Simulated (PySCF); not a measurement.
## Energy of Pt²⁺ (platinum, charge +2) between two integer charges

The 5d beta orbital of [Xe] 4f14 5d8 is emptied in steps (occupation f), with all orbitals relaxed, ending at [Xe] 4f14 5d7. Calculation: PySCF 2.14, in def2-SVP with the def2 core potential (60 electrons); scalar relativity through the core potential. The exact energy is a straight line in f; departures are measured from the line between the end points of the same method.

Among PBE0, r2SCAN, LC-wPBE, which shows the largest delocalisation error (convex curve), and which is closest to linear?

Most convex: r2SCAN (-1.452 eV at f = 0.5); closest to linear: LC-wPBE (-0.386 eV).

```csv
f,PBE0 (eV),r2SCAN (eV),LC-wPBE (eV)
1,0.000,0.000,0.000
0.9,-0.400,-0.522,-0.136
0.7,-0.939,-1.220,-0.321
0.5,-1.122,-1.452,-0.386
0.3,-0.947,-1.219,-0.326
0.1,-0.407,-0.521,-0.141
0,0.000,0.000,0.000
```

| method | E(f=0) − E(f=1) (eV) | −ε at f=1 (eV) | −ε at f=0.5 (eV) |
| --- | --- | --- | --- |
| PBE0 | 31.517 | 27.084 | 31.493 |
| r2SCAN | 31.431 | 25.631 | 31.433 |
| LC-wPBE | 31.431 | 29.926 | 31.414 |

Reference removal energy between the ground levels: 29 ± 1.6 eV (theoretical estimate listed by NIST; NIST Atomic Spectra Database, ionization energies). The calculation has no spin-orbit coupling. The determinant left behind need not be the lowest term of the ion.
